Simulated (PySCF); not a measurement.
Electron correlation in Ar(2+) (argon, charge +2)

[Ne] 3s1 3p5, high-spin 3P determinant (an excited configuration). All numbers are calculated (PySCF 2.14, no relativity, point nucleus, in def2-TZVPPD (6s6p4d1f, 51 functions)). Frozen: 1s2; 14 electrons correlated.

MP2 pair energies summed by pair of shells (mhartree):

```json
{"pair": "3p-3p", "energy": "-170.00", "share (%)": "48.0"}
{"pair": "2p-2p", "energy": "-97.64", "share (%)": "27.6"}
{"pair": "2p-3p", "energy": "-36.23", "share (%)": "10.2"}
{"pair": "3s-3p", "energy": "-17.40", "share (%)": "4.9"}
{"pair": "2s-2p", "energy": "-16.71", "share (%)": "4.7"}
{"pair": "2s-3p", "energy": "-5.97", "share (%)": "1.7"}
{"pair": "2s-2s", "energy": "-4.95", "share (%)": "1.4"}
{"pair": "2p-3s", "energy": "-4.21", "share (%)": "1.2"}
{"pair": "2s-3s", "energy": "-0.86", "share (%)": "0.2"}
```

Total MP2 correlation energy: -353.99 mhartree.

Same-spin part -87.85 and opposite-spin part -266.14 mhartree; SCS-MP2 scales them by 1/3 and 6/5 to -348.65 mhartree.

This basis was not built for core-valence correlation, so the inner-shell part is incomplete.
